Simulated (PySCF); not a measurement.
Computed Raman spectrum (relative Raman activity) of a molecule C₄H₇F. The structure is a stationary point at ωB97X-D3(BJ)/def2-SVP. The values are those of a single conformer. All values below come from ωB97X-D3(BJ)/def2-SVP (PySCF). Harmonic, unscaled wavenumbers; measured fundamentals usually lie a few per cent lower.

Lines under 2 % of the strongest are left out, and lines within 2 cm⁻¹ are merged.

ν (cm⁻¹): 478 (vw), 816 (vw), 868 (vw), 1033 (vw), 1418 (w), 1440 (vw), 1455 (vw), 1465 (m), 1479 (m), 1837 (m), 3064 (s), 3076 (vs), 3138 (s), 3157 (s), 3174 (m), 3204 (m), 3208 (m) (against the strongest line: vs over 80 %, s over 45 %, m over 15 %, w over 4 %, vw less)

**Question.** Identify the compound among the candidates.
A) C/C=C(\C)F
B) C=C[C@H](C)F
C) C[C@H]1C[C@@H]1F
D) CC/C=C\F

**Answer.** A, C/C=C(\C)F
